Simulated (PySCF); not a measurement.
Compound: CF3OCF3, C2F6O.
InChI=1S/C2F6O/c3-1(4,5)9-2(6,7)8

The geometry is computed with GFN2-xTB (gas phase).

Take the most abundant isotopes and a rigid rotor. 

Q: What are A, B and C (MHz)?

A: Ia = 167.34, Ib = 419.41, Ic = 425.12 u·Å²; 505379 MHz·u·Å²/I gives A = 3020, B = 1205, C = 1189 MHz.

Q: Classify the top.

A: A near-prolate asymmetric top: κ = (2 × 1205 − 3020 − 1189)/(3020 − 1189) = -0.98.

Q: Is it planar, by Δ = Ic − Ia − Ib?

A: Not planar: Δ = Ic − Ia − Ib = -161.64 u·Å². For a rigid frame Δ = −2 Σ m c², so Σ m c² = 80.82 u·Å² lies off the ab plane. The atom farthest from that plane is 0.93 Å away.

Q: Give the other two planar moments, Paa and Pbb, and the rms extents of the mass along the axes.

A: Paa = Σ m a² = (Ib + Ic − Ia)/2 = 338.59 and Pbb = Σ m b² = (Ia + Ic − Ib)/2 = 86.52 u·Å². With the mass M = 153.99 u, the rms extents √(P/M) along a, b and c are 1.48, 0.75, 0.72 Å.

Q: Estimate the classical rotational partition function at 10 K, 50 K and 200 K.

A: Point group C2, symmetry number σ = 2; q = (√π/σ)·√((kT/h)³/(ABC)), k/h = 20836.6 MHz/K: 1280 at 10 K, 14300 at 50 K, 115000 at 200 K.

No frequency check. These are rigid-rotor constants of the computed structure; measured ground-state constants (B0) also hold zero-point vibration.

Conformer computed: `[F:1][C:2]([F:3])([F:4])[O:5][C:6]([F:7])([F:8])[F:9]`: F1–C2–O5–C6 -44°, C2–O5–C6–F7 78°.
